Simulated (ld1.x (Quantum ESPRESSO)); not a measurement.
# Plane-wave convergence, TM potential for Ho (Z = 67)

ld1.x (Quantum ESPRESSO) 7.5 input, shortened:

```
&input
   title='Ho', zed=67., rel=1, dft='PBE', iswitch=3,
   config='[Xe] 4f10 5d2 6s1 6p0'
 /
 &inputp
   pseudotype=2, tm=.true., lloc=0,
   nlcc=.true.
 /
3
6P  2  1   0.00   0.00  3.90  3.90  0.0
5D  3  2   2.00   0.00  2.50  2.50  0.0
6S  1  0   1.00   0.00  3.10  3.10  0.0
 &test
   configts(1)='5d2 6s1 6p0'
 /
```

The pseudo-atom Hamiltonian at the reference potential is diagonalised in spherical Bessel functions j_l(qr) that vanish at 20 bohr, with q² up to the cutoff. All-electron valence levels (Ry): 6p -0.0881, 5d -0.1148, 6s -0.2919.

**Question.** How do the lowest levels (Ry) of each channel move with the cutoff, and are there ghosts?

**Answer.**

```tsv
cutoff (Ry)	p #1	d #1	s #1	f #1	Σ f·Δε (mRy)
8	-0.0881	-0.0362	-0.2909	0.0891	158.4
10	-0.0881	-0.0673	-0.2916	0.0891	95.5
15	-0.0881	-0.1055	-0.2918	0.0891	18.7
18	-0.0881	-0.1132	-0.2919	0.0891	3.3
25	-0.0881	-0.1148	-0.2919	0.0891	0.1
30	-0.0881	-0.1148	-0.2919	0.0891	0.1
400	-0.0881	-0.1148	-0.2919	0.0891	0.0
```

Result: no extra level below or beside the all-electron valence levels (p, d, s, f tested); 10 mRy is reached at 18 Ry and 1 mRy at 21 Ry.
